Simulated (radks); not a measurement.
Question: Species: Kr. Configuration: [Kr]. All-electron calculation, non-relativistic Kohn-Sham, r2SCAN, spin-polarised, spherical densities, point nucleus; meta-GGA in the generalised Kohn-Sham scheme; hard spherical wall at 3 bohr. Program: a radial shooting solver on a logarithmic mesh with Libxc functionals. Some entries of the table are withheld. Estimate them.

orbital  occ.  eigenvalue (hartree)  <r^2> (bohr^2)
1s          2             -511.4500        0.002415
2s          2             -66.31237         0.04146
2p          6             -59.84361         0.03202
3s          2              -9.02844          0.3361
3p          6              -6.70621          0.3484
3d         10                   (1)          0.3848
4s          2              -0.42999           2.474
4p          6               0.12747           2.786
4d          0               1.05555             (2)
5s          0               2.13621             (3)
5p          0                   (4)           3.586

Answer: 
(1) 3d eigenvalue (hartree): -2.57151
(2) 4d <r^2> (bohr^2): 3.301
(3) 5s <r^2> (bohr^2): 3.697
(4) 5p eigenvalue (hartree): 2.65199
